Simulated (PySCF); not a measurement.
**Antimony: a sound run and one with changed settings**

Sound run: Sb²⁺ [Kr] 4d10 5s2 5p1, Sb³⁺ [Kr] 4d10 5s2. Calculation: PySCF 2.14, in def2-TZVP with the def2 core potential (28 electrons); scalar relativity through the core potential. In the sound run the correlated levels freeze 4s2 4p6 4d10 outside the core potential. The sound run starts from symmetry-adapted Hartree-Fock orbitals and uses a fine grid where one is needed.

Changed run: initial guess 1e, at most 50 SCF cycles.

```json
{"species": "Sb²⁺", "method": "UHF", "sound run (hartree)": "-238.37352", "changed run (hartree)": "-238.37352", "converged": "yes"}
{"species": "Sb²⁺", "method": "M06-L", "sound run (hartree)": "-239.45458", "changed run (hartree)": "-239.45458", "converged": "yes"}
{"species": "Sb²⁺", "method": "CCSD(T)", "sound run (hartree)": "-238.42021", "changed run (hartree)": "-238.42021", "converged": "yes"}
{"species": "Sb³⁺", "method": "B3LYP", "sound run (hartree)": "-238.44605", "changed run (hartree)": "-238.44605", "converged": "yes"}
{"species": "Sb³⁺", "method": "MP2", "sound run (hartree)": "-237.51282", "changed run (hartree)": "-237.51282", "converged": "yes"}
```

Here the plain start reaches the same solutions.
